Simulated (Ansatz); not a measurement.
Stepwise reaction of `[Br][GaH][Br]` with hydrogen, as a gas-phase model of exchange steps in deposition or etching. ΔE in kJ/mol; ΔG adds harmonic PBE0-D4 terms to CCSD(T)/CBS, at 1 bar.

Computed with Ansatz on PBE0-D4/def2-TZVP structures; ΔE is electronic, products minus reactants. CCSD(T)/CBS is the MP2 limit (def2-TZVPP, def2-QZVPP) plus CCSD(T) − MP2 in def2-TZVPP, frozen cores. This one scheme is used for every species. Functionals use def2-TZVPP. B3LYP here is the variant with VWN-RPA as its local correlation; programs differ in this. For Br, Ga outer-core shells are correlated without core-valence functions, which leaves a few kJ/mol of doubt a bond. Scalar relativity is left out up to krypton.

```tsv
step	reaction	PBE-D4	B3LYP-D4	ωB97M-V	CCSD(T)/CBS	ΔG(600 K)
2	`[GaH2][Br]` + H₂ → `[GaH3]` + HBr	123.6	123.8	121.9	126.4	121.3
```

Task: Give the row of step 1, `[Br][GaH][Br]` + H₂ → `[GaH2][Br]` + HBr. (An estimate is asked.)

Result: The calculation gave: 
```
step                                   reaction  PBE-D4  B3LYP-D4  ωB97M-V  CCSD(T)/CBS  ΔG(600 K)
   1  `[Br][GaH][Br]` + H₂ → `[GaH2][Br]` + HBr   110.9     111.7    109.0        113.5      103.1
```

Task: By hand: ΔE of the 2 steps together at CCSD(T)/CBS.

Result: (113.5) + (126.4) = 239.9 kJ/mol, or 120.0 kJ/mol a step.

In ΔE each step is higher than the one before. All are uphill at CCSD(T)/CBS. ΔG lies between 103.1 and 121.3 kJ/mol a step. PBE-D4 differs from CCSD(T)/CBS by -2.8 to -2.6 kJ/mol a step. Isolated molecules leave out the surface, adducts and barriers. Largest T1 diagnostic: 0.013.
